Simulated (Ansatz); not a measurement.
A CCSD(T) single point on CH9AsBGaSi.

```yaml
crystal:
  periodic: [false, false, false]
  atoms:
    - {symbol: C, position_ang: [-0.954058, 1.440570, 1.273917]}
    - {symbol: Si, position_ang: [-0.734418, -0.405885, 1.126530]}
    - {symbol: Ga, position_ang: [1.563988, -0.557245, -0.298510]}
    - {symbol: B, position_ang: [-0.489223, -1.396930, -0.433907]}
    - {symbol: As, position_ang: [-0.448203, -0.544504, -2.299437]}
    - {symbol: H, position_ang: [-1.974218, 1.664344, 1.599568]}
    - {symbol: H, position_ang: [-0.267716, 1.861959, 2.011179]}
    - {symbol: H, position_ang: [-0.783450, 1.933274, 0.315597]}
    - {symbol: H, position_ang: [-0.739923, -1.051939, 2.467463]}
    - {symbol: H, position_ang: [1.957722, 0.958153, -0.179466]}
    - {symbol: H, position_ang: [2.602899, -1.676511, -0.634106]}
    - {symbol: H, position_ang: [-0.385778, -2.585810, -0.407854]}
    - {symbol: H, position_ang: [-0.418282, 0.934574, -1.942046]}
    - {symbol: H, position_ang: [1.070648, -0.574051, -2.598930]}
basis:
  gaussian: {orbitals: def2-SVP}
correlation: {method: ccsd_t}
```

```sh
$ ansatz run in.yaml --threads 2 --pin off --events-out ev --progress --plain --max-ram 32768MiB --backend cuda --devices 0, --max-vram 18GiB
```

Log, shortened:

```
Functional definition: HF
1562 factors; integrals over basis functions are off by at most 1.3e-3 eV
mean field evaluation 1: about -122814.7307 eV, gradient 2.6e1 eV
mean field evaluation 2: about -122814.7639 eV, gradient 2.6e1 eV
mean field evaluation 4: about -122817.3771 eV, gradient 3.4e0 eV
mean field evaluation 8: about -122817.4276 eV, gradient 6.3e-4 eV
mean field -122817.42756047 eV, -4513.4572142049 hartree, gradient 3.4e-6 eV, S^2 0.000000; 0 other end points of the search recorded, 0 dependent functions left out
25 core orbitals not correlated: weight in the atoms' cores, before any rotation towards them, 1.000 or more for the frozen orbitals, at most 0.000 for the correlated occupied ones
reference -122817.42756047 eV, -4513.4572142049 hartree; 24, 24 occupied and 106, 106 virtual orbitals, 1562 factors
second order -22.14421032 eV of doubles, -0.00000000 eV of singles
cycle   1  -22.52306638 eV  change   -3.8e-1 eV  update   1.3e-1
cycle   2  -23.32725402 eV  change   -8.0e-1 eV  update   3.9e-2
cycle   3  -23.44230772 eV  change   -1.2e-1 eV  update   1.9e-2
cycle   4  -23.43442214 eV  change    7.9e-3 eV  update   5.0e-3
cycle   5  -23.43354905 eV  change    8.7e-4 eV  update   2.2e-3
cycle   6  -23.43277238 eV  change    7.8e-4 eV  update   7.1e-4
cycle   7  -23.43245562 eV  change    3.2e-4 eV  update   2.6e-4
cycle   8  -23.43253232 eV  change   -7.7e-5 eV  update   9.0e-5
cycle   9  -23.43254469 eV  change   -1.2e-5 eV  update   3.1e-5
perturbative correction -0.84523745 eV, -0.0310619032 hartree
Total energy: -122841.70534261 eV, -4514.3494062424 hartree
```

It took 12 s on 2 threads of an AMD EPYC 7R13 on a shared host and a share of an NVIDIA H100 80 GB, with 0.79 GiB of host memory at the peak.

The correlation energy is -24.278 eV, 3.5 % of it from (T); the T1 diagnostic reads 0.0121.
